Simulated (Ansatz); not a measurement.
Cost and result up the ladder for Sn₂₁H₃₁Br, a nanocrystal cut from the lattice of tin (1 of the caps Br) (53 atoms). Charge 0, multiplicity 1. Geometry: r2SCAN-D4/def2-SVP.

Cartesian coordinates in Å:
```
Sn 4.5630 2.0673 -2.9400
Sn 3.6273 -2.8845 3.4708
Sn -0.0460 -0.2606 4.6805
Sn 2.1033 0.9464 0.8124
Sn 1.6849 -1.4525 -3.0026
Sn -0.5900 -2.6428 0.8213
Sn -1.8893 1.1099 -1.5632
Sn 0.5593 2.3059 -5.3047
Sn -4.0737 -0.1309 2.2943
Sn -4.9326 -2.4767 -1.6832
Sn 4.1383 -0.7946 1.6732
Sn 3.4322 3.0034 -0.5625
Sn 2.6943 0.6876 -4.4993
Sn 1.0141 1.8853 3.2246
Sn 2.0241 -1.9371 5.5544
Sn -1.8848 -1.6824 3.1096
Sn -0.9656 3.2322 -3.1518
Sn -3.3039 2.0266 0.6800
Sn 0.2757 -0.4980 -0.7689
Sn -3.6234 -0.4606 -3.1140
Sn -5.8998 -1.6536 0.8081
Br 5.4308 0.7823 3.2149
H 5.2374 3.3712 -3.8393
H 5.8498 0.9928 -2.5542
H 5.1512 -3.3977 4.0763
H 2.8977 -4.2231 2.6815
H -0.8773 0.3380 6.0725
H 2.9727 -2.4503 -2.4359
H 0.6561 -2.4507 -3.9571
H 0.7952 -3.5700 1.2646
H -1.6203 -3.6852 -0.0820
H 1.1368 3.6332 -6.2371
H -0.4742 1.3799 -6.3235
H -4.8835 0.4714 3.6973
H -3.8568 -3.7982 -1.4683
H -6.2555 -3.0515 -2.6229
H 5.2924 -1.1962 0.4523
H 4.6369 3.6698 0.4661
H 2.3019 4.2514 -0.9167
H 3.4808 0.0765 -5.9111
H 2.2418 2.6685 4.1335
H -0.2167 3.0411 2.8922
H 3.0215 -1.0696 6.6534
H 1.3556 -3.2779 6.4046
H -2.4862 -3.0199 4.0255
H -0.0372 4.3131 -2.1881
H -2.3245 4.1130 -3.7387
H -2.3683 3.1796 1.5471
H -4.7240 2.8333 0.1281
H -2.7344 -1.1609 -4.4142
H -4.8074 0.5764 -3.8158
H -6.3920 -3.0353 1.7112
H -7.3076 -0.6954 0.5452
```

Ansatz on 10 threads of AMD EPYC 7R13 on a shared host and a whole NVIDIA H100 80GB HBM3. Times are rough, and most runs start from the orbitals of an earlier one. PBE0-D4/def2-TZVP serves as the yardstick here, not as an exact answer. Differences are given only for rows in sets of like size (and for xTB, whose basis is part of the method), since another set adds its own error. Binding counts from free atoms at the same level (Sn triplet, Br doublet, H doublet; other spins of the atoms weren't run), without zero-point energy or a counterpoise term.

In the def2 sets Sn takes a core potential; there is no spin–orbit coupling. Correlated methods freeze 93 core orbitals; core or outer-core shells of Sn, Br are correlated, in sets that lack core-valence functions. The rows differ in basis, and correlated rows in double-zeta sets carry the largest basis error. Single mean-field runs in def2-SVP, def2-TZVP are fitted with def2-universal-jkfit.

Correlated methods converge slowly with the basis, most of all in double-zeta sets.

| level | functions | binding energy per atom (eV) | difference from PBE0-D4/def2-TZVP (eV) |
| --- | --- | --- | --- |
| BHLYP-D4/def2-TZVP | 1284 | 2.45 | 0.00 |
| PBE-D4/def2-SVP | 733 | 2.43 | – |
| PBE0-D4/def2-SVP | 733 | 2.43 | – |
| PBE0-D4/def2-TZVP (with forces) | 1284 | 2.45 | 0.00 |
| r2SCAN-D4/def2-TZVP | 1284 | 2.46 | 0.01 |
| MP2/def2-SVP | 733 | 2.25 | – |
| PBE-D4/def2-TZVP (with forces) | 1284 | 2.45 | 0.00 |

Task: Estimate how long each takes.

Result: PBE-D4/def2-SVP 4.5 s; PBE0-D4/def2-SVP 6.5 s; r2SCAN-D4/def2-TZVP 8.5 s; PBE-D4/def2-TZVP (with forces) 10 s; BHLYP-D4/def2-TZVP 12 s; MP2/def2-SVP 15 s; PBE0-D4/def2-TZVP (with forces) 17 s. On shared hardware such times vary by a factor of up to 3.
